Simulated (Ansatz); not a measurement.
Geometry optimisation, RKS PBE0-D4/6-31G (Ansatz).

input.yaml

```yaml
crystal:
  periodic: [false, false, false]
  atoms:
    - { symbol: Al, position_ang: [0.738393, -0.069694, 0.511223] }
    - { symbol: F, position_ang: [-1.626056, -0.459389, -1.410922] }
    - { symbol: S, position_ang: [1.046763, -2.002227, -0.214155] }
    - { symbol: H, position_ang: [-1.174127, -1.26702, -1.473939] }
    - { symbol: O, position_ang: [0.548946, 1.458021, 1.124023] }
    - { symbol: H, position_ang: [0.466081, 2.34031, 1.463771] }
basis:
  gaussian: { orbitals: "6-31G" }
hamiltonian:
  xc: pbe0
  dispersion: d4
relax:
  f_tol: 0.03
  max_steps: 50
```

Command:

```bash
$ ansatz run input.yaml --threads 1 --pin off --max-ram 2048MiB --backend cpu --events-out ev --progress --plain --runs-dir out
```

Problem. Where does it end, and by what steps?

Solution. The forces met the threshold. Limits of this set-up: no polarisation functions. After 21 steps the energy has fallen by 2.330 eV; H4 moved furthest, 1.50 Å. Parted: F2–H4. Joined: Al1–F2, S3–H4.

```
step  energy less start (eV)  largest force component (eV/Å)  accepted
   0                  0.0000                           1.256       yes
   1                 -0.1108                           0.408       yes
   2                 -0.2529                           0.618       yes
   3                 -0.4581                           0.460       yes
   4                 -0.2670                           2.129        no
   5                 -0.5084                           0.362       yes
   6                 -0.5217                           0.470       yes
   7                 -0.5428                           0.531       yes
   8                 -0.5764                           0.740       yes
   9                 -0.6515                           1.045       yes
  10                 -0.8275                           1.392       yes
  11                 -1.1538                           1.893       yes
  12                 -1.5669                           1.366       yes
  13                 -1.9252                           1.155       yes
  14                 -2.0292                           1.802       yes
  15                 -2.2337                           0.968       yes
  16                 -2.3138                           0.338       yes
  17                 -2.2952                           0.492        no
  18                 -2.3267                           0.109       yes
  19                 -2.3281                           0.077       yes
  20                 -2.3288                           0.050       yes
  21                 -2.3298                           0.010       yes
```

```xyz
6
Properties=species:S:1:pos:R:3
Al -0.185 0.197 -0.045
F -1.596 0.511 -0.943
S 0.770 -1.803 -0.302
H -0.134 -2.314 -1.204
O 0.480 1.316 0.990
H 0.665 2.092 1.504
```

Whether the end is a true minimum wasn't checked by a vibrational analysis.

Run time: 31 s on 1 thread of Intel(R) Xeon(R) 6975P-C (Granite Rapids), on a shared host, peak memory 0.16 GiB.
